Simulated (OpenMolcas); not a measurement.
Co III.

| Property | Result |
| --- | --- |
| Program | OpenMolcas 26.06 |
| Basis | ANO-L-VTZP [6s5p3d2f1g] |
| Scalar Hamiltonian | non-relativistic, point nucleus |
| Active space | 7 electrons in 5 orbitals (3d) |
| State averaging | 2S+1 = 4 even, 10 roots; 2S+1 = 2 even, 40 roots |
| Spin-orbit coupling | RASSI with atomic mean-field integrals over the reference wave functions, term energies averaged over their components |

Two sets of levels on these reference wave functions, in cm⁻¹ above 3d⁷ ⁴F_9/2: one from CASSCF and one from MS-CASPT2, IPEA 0.25 Eh, imaginary shift 0.1 Eh (closed shells correlated: 3s 3p).

```
        Level  Set 1  Set 2
   3d⁷ ⁴F_9/2    0.0    0.0
   3d⁷ ⁴F_7/2    845    849
   3d⁷ ⁴F_5/2   1470   1470
   3d⁷ ⁴F_3/2   1900   1896
   3d⁷ ²G_9/2  19370  16810
   3d⁷ ⁴P_5/2  19380  15970
   3d⁷ ⁴P_3/2  19680  16170
   3d⁷ ⁴P_1/2  20070  16620
   3d⁷ ²G_7/2  20170  17610
   3d⁷ ²P_3/2  25610  20120
  3d⁷ ²H_11/2  25740  23280
   3d⁷ ²P_1/2  26440  20800
   3d⁷ ²H_9/2  26440  23990
3d⁷ ²D_5/2(1)  27880  23250
3d⁷ ²D_3/2(1)  29120  24430
   3d⁷ ²F_5/2  44540  37660
```

Question: Which set is which?

Answer: Set 2 is MS-CASPT2. Its levels of the other terms of 3d⁷ lie at 0.79 to 0.91 of the other set's values, as expected, since terms of lower spin or lower L gain more correlation energy than the Hund ground term. Against 14 measured levels (Sugar and Corliss, J. Phys. Chem. Ref. Data 10, 1097 (1981)) the mean absolute deviation is 350 cm-1 with it and 3300 cm-1 without; single levels miss by up to 810 cm-1 with it.

CASPT2 does not keep the components of a term degenerate, so their means are used; among the terms shown or strongly mixed into the levels shown the widest spread is 660 cm-1 (3d⁷ ⁴F, MS-CASPT2). Without dynamic correlation excited terms often stand tens of per cent too high (terms of higher spin than the ground term too low), and those without a measured partner can miss by more than the paired ones (holds for CASSCF). The CASPT2 spread within a term exceeds the gap to the next term for 3d⁷ ²H and 3d⁷ ²D(1), so the order of their levels is uncertain (holds for MS-CASPT2). Computed and measured levels are paired by configuration, term and J; levels that our copy of the source lacks, or whose pairing is in doubt (as where it misses far off the trend of its configuration), stay unpaired and out of the deviations. Only configurations of the active space appear. Levels that lie high or do not pair safely by name in every column are left out.

A number in round brackets counts repeated terms of one configuration in the order of the reference energies.
